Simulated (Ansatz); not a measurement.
A run of Ansatz (development build ahead of 0.2.0) on quartet TiH at this shape:

```csv
atom,x (Å),y (Å),z (Å)
Ti,0.0000,0.0000,0.0000
H,0.0000,0.0000,1.7770
```

Its results:

```json
{
  "Converged": "yes",
  "Total energy": "-849.92619 hartree",
  "Spin squared of the determinant": "3.773",
  "Stability test": "minimum"
}
```

Question: Which input gives this output? Name the method, the orbitals and the basis set, and write the input.

Answer: r²SCAN (unrestricted) in pcseg-2.

```yaml
crystal:
  periodic: [false, false, false]
  atoms:
    - { symbol: Ti, position_ang: [0.0, 0.0, 0.0] }
    - { symbol: H, position_ang: [0.0, 0.0, 1.777] }
basis:
  gaussian: { orbitals: pcseg-2 }
magnetization:
  spin_polarized: true
  initial_magnetization: 3
hamiltonian:
  xc: r2scan
```
